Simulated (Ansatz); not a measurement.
Geometry optimisation, Ansatz, RKS PBE0-D4/6-31G*.

Input:

```yaml
crystal:
  periodic: [false, false, false]
  atoms:
    - { symbol: B, position_ang: [0.088083, 0.447271, -0.008342] }
    - { symbol: F, position_ang: [0.045032, 0.538368, 1.317288] }
    - { symbol: H, position_ang: [1.150927, 0.594014, -0.540485] }
    - { symbol: H, position_ang: [-0.955476, 0.328944, -0.586546] }
    - { symbol: O, position_ang: [0.182772, -2.053177, 0.71364] }
    - { symbol: Si, position_ang: [-0.725593, -3.169787, -0.126864] }
    - { symbol: H, position_ang: [0.122942, -4.367051, -0.3566] }
    - { symbol: H, position_ang: [-1.95287, -3.569003, 0.621576] }
    - { symbol: H, position_ang: [-1.133311, -2.630394, -1.452075] }
    - { symbol: H, position_ang: [-0.169806, -1.566684, 1.490707] }
basis:
  gaussian: { orbitals: "6-31G*" }
hamiltonian:
  xc: pbe0
  dispersion: d4
relax:
  f_tol: 0.03
  max_steps: 50
```

Launched with:

```bash
$ ansatz run input.yaml --threads 1 --pin off --max-ram 2048MiB --backend cpu --events-out ev --progress --plain --runs-dir out
```

**Question.** Where does it end, and by what steps?

**Answer.** It converged. After 32 steps the energy has fallen by 0.321 eV; H10 moved furthest, 1.23 Å. Joined: B1–O5 (2.60 → 1.71 Å).

| step | energy less start (eV) | largest force component (eV/Å) | accepted |
| --- | --- | --- | --- |
| 0 | 0.0000 | 0.761 | yes |
| 2 | -0.0396 | 0.685 | yes |
| 4 | -0.1446 | 0.704 | yes |
| 6 | -0.2311 | 0.390 | yes |
| 8 | -0.2452 | 0.112 | yes |
| 10 | -0.2229 | 0.518 | no |
| 12 | -0.2686 | 0.080 | yes |
| 14 | -0.2805 | 0.202 | yes |
| 16 | -0.2839 | 0.861 | no |
| 18 | -0.2996 | 0.115 | yes |
| 20 | -0.2996 | 0.432 | no |
| 22 | -0.3066 | 0.121 | yes |
| 24 | -0.3105 | 0.249 | yes |
| 26 | -0.3174 | 0.086 | yes |
| 28 | -0.3198 | 0.054 | yes |
| 30 | -0.3209 | 0.038 | yes |
| 32 | -0.3212 | 0.009 | yes |

```xyz
10
Properties=species:S:1:pos:R:3
B -0.143 -0.073 0.158
F -0.627 0.077 1.435
H 0.843 0.568 -0.110
H -0.989 -0.215 -0.707
O 0.465 -1.674 0.198
Si -0.748 -2.840 -0.163
H -0.200 -4.129 0.337
H -2.013 -2.513 0.529
H -0.884 -2.851 -1.633
H 0.949 -1.797 1.029
```

Time of the run: 63 s on 1 thread of Intel(R) Xeon(R) Platinum 8488C (Sapphire Rapids), with other jobs on the host, peak memory 0.16 GiB.
